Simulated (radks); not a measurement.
Hg LXI, 20 electrons, occupied as [Ar] 3d2.

All-electron calculation, scalar-relativistic Kohn-Sham, Slater X-alpha with alpha = 0.592, spin-unpolarised, spherical densities, finite nucleus; Fermi nuclear charge, rms radius 5.4648 fm. Program: a radial shooting solver on a logarithmic mesh with Libxc functionals.

Energy parts (eV):
part                  energy
total             -431466.90
kinetic            494716.82
electron-nucleus  -972418.21
Hartree             50916.27
exchange            -4681.78

Orbitals (lengths in bohr, moments of r in powers of bohr; r(90%) holds 90 % of the orbital's charge):
1s: occ. 2; eigenvalue (eV) -87396.97; <r> 0.01661; r(90%) 0.0304
2s: occ. 2; eigenvalue (eV) -19010.48; <r> 0.06957; r(90%) 0.108
2p: occ. 6; eigenvalue (eV) -17012.74; <r> 0.06283; r(90%) 0.102
3s: occ. 2; eigenvalue (eV) -7292.084; <r> 0.1713; r(90%) 0.250
3p: occ. 6; eigenvalue (eV) -6708.104; <r> 0.1701; r(90%) 0.253
3d: occ. 2; eigenvalue (eV) -6193.541; <r> 0.1512; r(90%) 0.231

The highest occupied level is 3d at -6193.5 eV. The electron density at the nucleus is 2.479e+06 e/bohr^3 (large components only). Summed over all electrons, <r^2> = 0.3617 bohr^2, which gives a Langevin (diamagnetic) susceptibility term of -0.286 x 10^-6 cm^3/mol. The density falls to 0.001 e/bohr^3 at r = 0.55 bohr. For comparison, the ionisation energy in NIST's Atomic Spectra Database is 6356 eV (theoretical). In exact Kohn-Sham theory the highest level is minus the ionisation energy, but local and semilocal functionals leave it too shallow, through self-interaction and a potential that decays too fast; potentials with the right tail come closer.

Beside tabulated values, note that spin-unpolarised runs miss the spin-polarisation part of the exchange energy of open shells.
